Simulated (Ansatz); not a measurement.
Two members of one family ((GeTe)n), computed with Ansatz in the gas phase; def2 core potentials for Te, no spin–orbit coupling. The two geometries come from different levels. Binding counts from free atoms in the multiplicity of their measured ground term, without zero-point energy. The structures are stationary points that may keep the symmetry of their start.

First: Ge5Te5 (singlet, charge 0, r2SCAN-D4/def2-SVP geometry).

```xyz
10

Ge    2.1715    1.1867   -1.3717
Ge   -0.4953   -2.3606   -0.3444
Ge    1.1709    1.0670    2.1463
Ge   -0.8508   -0.5234    1.9460
Ge   -1.2822    1.7427   -1.8008
Te   -1.1266   -3.0529    2.2110
Te    0.3807    2.7572    0.2092
Te    1.8585   -0.9519    0.4715
Te    0.5013    0.4458   -3.2642
Te   -2.3281   -0.3106   -0.2029
```

```tsv
level	HOMO (eV)	LUMO (eV)	gap (eV)	binding per atom (eV)
PBE-D4/def2-SVP	-4.96	-3.61	1.34	3.08
PBE0-D4/def2-SVP	-5.80	-3.17	2.62	2.90
```

Second: Ge6Te6 (singlet, charge 0, PBE-D4/def2-SVP geometry).

```xyz
12

Ge   -0.694    3.070    0.032
Ge    0.649   -2.551    2.162
Ge   -2.791   -1.446   -0.719
Ge    1.133   -0.550   -2.561
Ge    0.113    0.009    2.023
Ge    2.729    1.559   -0.124
Te    0.861    2.212   -2.048
Te   -2.105    0.771    0.790
Te   -1.745   -2.990    1.317
Te    1.222    2.544    2.010
Te   -1.303   -1.447   -2.892
Te    1.931   -1.181    0.011
```

**Question.** Estimate how these quantities change from the first to the second (second minus first).

**Answer.** 
```csv
level,Δ HOMO (eV),Δ LUMO (eV),Δ gap (eV),Δ binding per atom (eV)
PBE-D4/def2-SVP,-0.05,0.02,0.06,0.00
PBE0-D4/def2-SVP,-0.04,-0.01,0.04,-0.01
```
